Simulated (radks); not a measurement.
Question: Ir II, configuration [Xe] 4f14 5d7 6s1. Method: Dirac Kohn-Sham, BLYP, spin-unpolarised, spherical densities, finite nucleus; open shells fill j = l - 1/2 first; Fermi nuclear charge, rms radius 5.4032 fm; computed with a radial shooting solver on a logarithmic mesh with Libxc functionals.

Spin-orbit splittings of the eigenvalues, e(l+1/2) - e(l-1/2), with zeta = 2 splitting/(2l+1) and mean radii in bohr:

| shell | occ. | splitting (eV) | zeta (eV) | <r> j=l-1/2 | <r> j=l+1/2 |
|---|---|---|---|---|---|
| 2p | 6 | 1628 | 1085 | 0.06017 | 0.06848 |
| 3p | 6 | 356.4 | 237.6 | 0.1801 | 0.1954 |
| 3d | 10 | 77.04 | 30.81 | 0.1705 | 0.1751 |
| 4p | 6 | 84.34 | 56.23 | 0.4266 | 0.4604 |
| 4d | 10 | 15.65 | 6.262 | 0.4719 | 0.4832 |
| 4f | 14 | ? | ? | 0.5316 | 0.5393 |
| 5p | 6 | 13.60 | 9.066 | 1.065 | 1.165 |
| 5d | 7 | 1.255 | 0.5022 | 1.643 | 1.710 |

Estimate the 4f splitting.

Answer: 3.119 eV (zeta = 0.8913 eV).
